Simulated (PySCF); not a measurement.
**Pt³⁺ (platinum, charge +3) across methods**

[Xe] 4f14 5d7, high-spin 4F determinant. Calculation: PySCF 2.14, in aug-cc-pVQZ-PP with ECP60MDF (7s7p6d4f3g2h, 135 functions); scalar relativity through the core potential.

```csv
method,E (hartree),mean ε 5p β (eV),mean ε 5d α (eV),mean ε 5d β (eV),Σ⟨r²⟩ (bohr²),⟨S²⟩
r2SCAN,-117.2568,-90.686,-40.225,-37.979,28.20,3.753
LDA,-116.9533,-89.625,-39.853,-37.856,28.56,3.751
UHF,-116.54926,-100.67,-46.505,-43.842,28.12,3.754
PBE,-117.2240,-89.577,-39.756,-37.835,28.38,3.751
TPSSh,-117.1887,-91.011,-40.453,-38.639,28.28,3.752
BLYP,-117.1814,-89.516,-39.553,-37.794,28.46,3.751
TPSS,-117.1919,-89.797,-39.677,-37.940,28.32,3.752
```

(1) Estimate the same row for PBE0.

Energies and moments cover only the electrons outside the core potential. Spin-orbit coupling, absent here, splits the open shell strongly.

Results:

(1) E (hartree) = -117.2075; mean ε 5p β (eV) = -92.674; mean ε 5d α (eV) = -41.678; mean ε 5d β (eV) = -39.605; Σ⟨r²⟩ (bohr²) = 28.26; ⟨S²⟩ = 3.752.
